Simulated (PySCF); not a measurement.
## Spinor energies of Se³⁺ (selenium, charge +3)

Start: [Ar] 3d10 4s1 4p2; 4s1/2 filled at m_j = +1/2; 4p3/2 filled at m_j = +1/2, +3/2. Calculated with PySCF 2.14 in x2c-SVPall-2c with one added diffuse shell each of s, p, d type (6s7p4d, 47 functions): generalised Hartree-Fock with the X2C-1e Hamiltonian and a Gaussian nucleus; one run each with spin-orbit coupling (SO) switched off, then screened by Boettger's factors. This is a chosen level, not necessarily the ground level.

```csv
spinor shell,electrons,"ε, spin-free (eV)","ε, screened SO (eV)",weight of nominal j (screened SO),"rms radius, screened SO (bohr)"
1s1/2,2,-12771.4,-12771.2,1.000,0.0508
2s1/2,2,-1733.4,-1733.4,1.000,0.212
2p1/2,2,-1524.7,-1553.4,1.000,0.187
3s1/2,2,-288.13,-288.16,1.000,0.613
3p1/2,2,-220.51,-224.80,0.995,0.629
3p3/2,4,-220.51,-218.50,0.997,0.638
3d3/2,4,-108.28,-108.93,0.939,0.690
3d5/2,6,-108.28,-107.90,0.959,0.691
4s1/2,1,-59.326,-59.327,1.000,1.77
4p3/2,2,-44.049,-43.967,0.805,2.01
```

**Question.** Where does 2p3/2 lie, and what is the 2p spin-orbit splitting (screened SO)?

**Answer.** At -1510.9 eV, 42.518 eV above 2p1/2.

| quantity | spin-free | screened SO |
| --- | --- | --- |
| E (hartree) | -2425.10792 | -2425.19661 |
| M_J | 5/2 | 5/2 |
| ⟨J²⟩ | 8.754 | 8.753 |
| ⟨L²⟩ | 2.003 | 2.019 |
| ⟨S²⟩ | 3.751 | 3.743 |

Each row is a mean over spinors that exchange with the open shell spreads, by up to 1.408 eV (3s1/2).

Rows whose weight is well below 1 are mixtures of j = l ± 1/2: exchange outweighs spin-orbit coupling there, and the label is only the starting occupation.

Without spin-orbit coupling the j labels of p, d and f shells carry no meaning; the spin-free column gives the mean over the occupied spinors of each nl shell.
